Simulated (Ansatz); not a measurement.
System: sum formula GaClF₂ (charge 0, singlet). 
Geometry from a B3LYP-D3(BJ)/def2-TZVP (Ansatz, a quantum-chemistry and plane-wave program) optimisation:
SMILES: [F][Ga]([F])[Cl]
```xyz
4

F     -0.9844     1.6357     0.0623
Ga    -0.2910     0.0420     0.0047
F     -1.4081    -1.2904    -0.0239
Cl     1.7972    -0.2593    -0.0289
```

Total electronic energies in hartree. Valence correlation only, unless marked. No spin-orbit coupling. The frozen core is the preceding noble-gas configuration, with the filled d and f shells of earlier blocks. No relativistic terms. Basis-set limits of correlation are two-point, X^-3; Hartree-Fock from the larger set. [CCSD(T)-MP2]/basis is that difference in the basis named.

```csv
level,program,energy (Eh)
HF/def2-SVP,Ansatz,-2581.21342
HF/def2-QZVPPD,Ansatz,-2581.94066
RI-HF/def2-QZVPPD,Ansatz,-2581.94050
PBE-D3(BJ)/def2-TZVPD,Ansatz + dftd3,-2584.32229
BHLYP-D4/def2-TZVPD,Ansatz + dftd4,-2584.89405
r2SCAN0-D4/def2-TZVPD,Ansatz + dftd4,…
LC-wPBE-D3(BJ)/def2-TZVPD,Ansatz + dftd3,…
MP2/def2-SVP,Ansatz,-2581.78335
MP2/def2-QZVPP,Ansatz,-2582.77994
MP2/def2-QZVPPD,Ansatz,-2582.78119
"RI-MP2/CBS(def2-TZVPPD,def2-QZVPPD)",Ansatz,-2582.8314
CCSD(T)/6-31G,Ansatz,-2581.70685
CCSD(T)/def2-QZVPP,Ansatz,-2582.81770
"RI-MP2/CBS(def2-TZVPP,def2-QZVPP)+[CCSD(T)-MP2]/def2-QZVPP",Ansatz,-2582.8713
"CCSD(T)/CBS(def2-TZVPPD,def2-QZVPPD)",Ansatz,-2582.8688
```

Question: What belongs in the gaps?

Answer: 
- r2SCAN0-D4/def2-TZVPD, energy (Eh): -2584.80895
- LC-wPBE-D3(BJ)/def2-TZVPD, energy (Eh): -2584.50524
